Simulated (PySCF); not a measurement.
# Stationary points of MoS₃

Method: PBE0 in PySCF with Mo def2-SVP with ECP28, S def2-SVP; scalar-relativistic core potentials, no spin–orbit coupling; density-fitted integrals.

Relaxations began from a few typed shapes. The search is not exhaustive: other isomers or separated fragments can lie lower, and high-lying points may rest on an excited occupation.

```json
{"spin": "singlet", "group": "C3v", "bonds": "Mo–S 2.111 Å (×3)", "angles": "S–Mo–S 108.2° (×3)", "imaginary modes (cm⁻¹)": "none", "ΔE (kJ/mol)": "0.0", "ΔE with ZPE (kJ/mol)": "0.0"}
{"spin": "singlet", "group": "D3h", "bonds": "Mo–S 2.125 Å (×3)", "angles": "S–Mo–S 120.0° (×3)", "imaginary modes (cm⁻¹)": "160i", "ΔE (kJ/mol)": "54.8", "ΔE with ZPE (kJ/mol)": "–"}
```

The lowest minimum found is the singlet C3v: Mo–S 2.111 Å (×3); S–Mo–S 108.2° (×3).

Formally Mo is in oxidation state +6, d0. A d0 centre has no lone pair, yet it is C3v rather than trigonal planar: covalent bonding through the d orbitals favours lower symmetry. The polar-tensor charge on Mo, 1.15, is far below the formal one.
